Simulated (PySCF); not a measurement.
## Radial density of Ge²⁺ (germanium, charge +2)

UHF, [Ar] 3d10 4s2, closed-shell 1S. Calculation: PySCF 2.14, in ANO-RCC-VTZP (6s5p3d1f, 43 functions); scalar relativity by spin-free X2C-1e.

```csv
r (bohr),4πr²ρ (e/bohr)
0.00105,0.4838
0.00176,1.183
0.00296,2.819
0.00499,6.433
0.00839,13.58
0.0141,25.04
0.0237,36.77
0.0399,38.17
0.0671,31.55
0.113,41.06
0.190,40.82
0.319,22.62
0.537,28.90
0.904,12.87
1.52,2.614
2.56,0.6937
4.30,0.02855
```

Densities and radii are taken from the X2C orbitals without a picture-change correction, which distorts them close to the nucleus.
